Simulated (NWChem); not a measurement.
System: GeBrCl, singlet; SMILES [Cl][Ge][Br]

Input file for NWChem:

```
start job
memory heap 200 mb stack 900 mb global 1100 mb
geometry units angstroms noautoz
  Ge     0.784273    -0.618150     0.000000
  Cl    -0.993817    -1.949498     0.000000
  Br    -0.224072     1.536527     0.000000
end
basis spherical
  * library cc-pvdz
end
dft
  xc pbe0
  iterations 150
  mulliken
end
task dft energy
```

Excerpt of the output:

```
             Northwest Computational Chemistry Package (NWChem) 7.3.0
             --------------------------------------------------------

 CS  symmetry detected

                             Geometry "geometry" -> ""
                             -------------------------

 Output coordinates in angstroms (scale by  1.889725989 to convert to a.u.)

  No.       Tag          Charge          X              Y              Z
 ---- ---------------- ---------- -------------- -------------- --------------
    1 Ge                  32.0000     0.78970990    -0.61608876     0.00000000
    2 Cl                  17.0000    -0.96737842    -1.97503400     0.00000000
    3 Br                  35.0000    -0.25215097     1.52258338     0.00000000

 Effective nuclear repulsion energy (a.u.)     466.9284681948

      Symmetry information
      --------------------

 Group name             Cs
 Group number              2
 Group order               2
 No. of unique centers     3

                                 NWChem DFT Module
                                 -----------------

 Summary of "ao basis" -> "ao basis" (spherical)
 ------------------------------------------------------------------------------
       Tag                 Description            Shells   Functions and Types
 ---------------- ------------------------------  ------  ---------------------
 Ge                         cc-pvdz                 11       27   5s4p2d
 Cl                         cc-pvdz                  8       18   4s3p1d
 Br                         cc-pvdz                 11       27   5s4p2d

      Symmetry analysis of basis
      --------------------------

        a'         51
        a"         21

            General Information
            -------------------
          SCF calculation type: DFT
          Wavefunction type:  closed shell.
          No. of atoms     :     3
          No. of electrons :    84
           Alpha electrons :    42
            Beta electrons :    42
          Charge           :     0
          Spin multiplicity:     1
          Use of symmetry is: on ; symmetry adaption is: on
          Maximum number of iterations: 150
          AO basis - number of functions:    72
                     number of shells:    30
          Convergence on energy requested:  1.00D-06
          Convergence on density requested:  1.00D-05
          Convergence on gradient requested:  5.00D-04

              XC Information
              --------------
                         PBE0 Method XC Functional
                     Hartree-Fock (Exact) Exchange  0.250
          PerdewBurkeErnzerhof Exchange Functional  0.750
            Perdew 1991 LDA Correlation Functional  1.000 local
           PerdewBurkeErnz. Correlation Functional  1.000 non-local

             Grid Information
             ----------------
          Grid used for XC integration:  medium
          Radial quadrature: Mura-Knowles
          Angular quadrature: Lebedev.
          Tag              B.-S. Rad. Rad. Pts. Rad. Cut. Ang. Pts.
          ---              ---------- --------- --------- ---------
          Ge                  1.25      112           8.0       590
          Cl                  1.00       88          10.0       590
          Br                  1.15      112          10.0       590
          Grid pruning is: on
          Number of quadrature shells:   312
          Spatial weights used:  Erf1

      Superposition of Atomic Density Guess
      -------------------------------------

 Sum of atomic energies:       -5107.12435539

      Non-variational initial energy
      ------------------------------

 Total energy =   -5107.327544
 1-e energy   =   -8043.379910
 2-e energy   =    2469.123898
 HOMO         =      -0.287531
 LUMO         =      -0.048123

      Symmetry analysis of molecular orbitals - initial
      -------------------------------------------------

  Numbering of irreducible representations:

     1 a'          2 a"

  Orbital symmetries:

     1 a'          2 a'          3 a'          4 a'          5 a'
     6 a'          7 a"          8 a'          9 a'         10 a'
    11 a"         12 a'         13 a'         14 a'         15 a'
    16 a"         17 a'         18 a'         19 a"         20 a'
    21 a'         22 a'         23 a"         24 a'         25 a'
    26 a"         27 a'         28 a"         29 a'         30 a'
    31 a'         32 a"         33 a"         34 a'         35 a'
    36 a'         37 a'         38 a'         39 a"         40 a"
    41 a'         42 a'         43 a"         44 a'         45 a'
    46 a'         47 a'         48 a'         49 a"         50 a'
    51 a"         52 a"

     ---------------------------------------------
      Total Density - Mulliken Population Analysis
     ---------------------------------------------

    Atom       Charge   Shell Charges
 -----------   ------   -------------------------------------------------------
    1 Ge  32    30.91   2.00  2.00  2.01  1.05  0.86  6.00  6.00  0.51  0.39  9.96  0.14
    2 Cl  17    17.55   2.00  2.01  0.96  0.98  6.00  3.19  2.41  0.01
    3 Br  35    35.54   2.00  2.00  2.01  1.03  0.91  6.00  6.00  2.78  2.79  9.97  0.04

   convergence    iter        energy       DeltaE   RMS-Dens  Diis-err
 ---------------- ----- ----------------- --------- --------- ---------
 d= 0,ls=0.0,diis     1  -5110.6118262247 -5.58D+03  1.77D-02  4.30D-01
 d= 0,ls=0.0,diis     2  -5110.5208251798  9.10D-02  1.06D-02  9.01D-01
 d= 0,ls=0.0,diis     3  -5110.6813737816 -1.61D-01  1.38D-03  1.36D-02
 d= 0,ls=0.0,diis     4  -5110.6835074176 -2.13D-03  2.77D-04  5.07D-04
 d= 0,ls=0.0,diis     5  -5110.6835733433 -6.59D-05  1.07D-04  5.06D-05
  Resetting Diis
 d= 0,ls=0.0,diis     6  -5110.6835803974 -7.05D-06  3.57D-05  7.26D-06
 d= 0,ls=0.0,diis     7  -5110.6835817264 -1.33D-06  1.17D-05  2.59D-07
 d= 0,ls=0.0,diis     8  -5110.6835817166  9.71D-09  6.86D-06  3.39D-07

[...]
```

Level: PBE0/cc-pVDZ. Low-valent species are run as closed-shell singlets; no triplet was tried in these runs. Geometry: optimised at B3LYP/6-31G* (spherical d).
